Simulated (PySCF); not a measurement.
# Spinor energies of Ti⁺ (titanium, charge +1)

Start: [Ar] 3d2 4s1; 3d3/2 filled at m_j = +1/2, +3/2; 4s1/2 filled at m_j = -1/2. Calculated with PySCF 2.14 in x2c-QZVPPall-2c: generalised Hartree-Fock with the X2C-1e Hamiltonian and a Gaussian nucleus; one run each with spin-orbit coupling (SO) switched off, then screened by Boettger's factors.

```
spinor shell  electrons  ε, spin-free (eV)  ε, screened SO (eV)  weight of nominal j (screened SO)  rms radius, screened SO (bohr)
       1s1/2          2            -5025.1              -5025.1                              1.000                          0.0804
       2s1/2          2            -596.30              -596.27                              1.000                           0.350
       2p1/2          2            -492.02              -496.25                              0.992                           0.319
       2p3/2          4            -492.02              -489.91                              0.996                           0.321
       3s1/2          2            -86.167              -86.156                              1.000                            1.08
       3p1/2          2            -56.065              -57.527                              0.654                            1.18
       3p3/2          4            -56.065              -55.325                              0.827                            1.18
       3d3/2          2            -19.063              -19.073                              0.715                            1.63
       4s1/2          1            -13.040              -13.038                              1.000                            3.49
```

| quantity | spin-free | screened SO |
| --- | --- | --- |
| E (hartree) | -852.54729 | -852.55490 |
| M_J | 3/2 | 3/2 |
| ⟨J²⟩ | 6.756 | 6.646 |
| ⟨L²⟩ | 12.006 | 12.004 |
| ⟨S²⟩ | 3.751 | 3.750 |

The determinant has a definite M_J but mixes levels of different J.

Each row is a mean over spinors that exchange with the open shell spreads, by up to 7.487 eV (3p1/2).

Rows whose weight is well below 1 are mixtures of j = l ± 1/2: exchange outweighs spin-orbit coupling there, and the label is only the starting occupation.

Without spin-orbit coupling the j labels of p, d and f shells carry no meaning; the spin-free column gives the mean over the occupied spinors of each nl shell, and its ⟨J²⟩ belongs to a mixture of degenerate components.
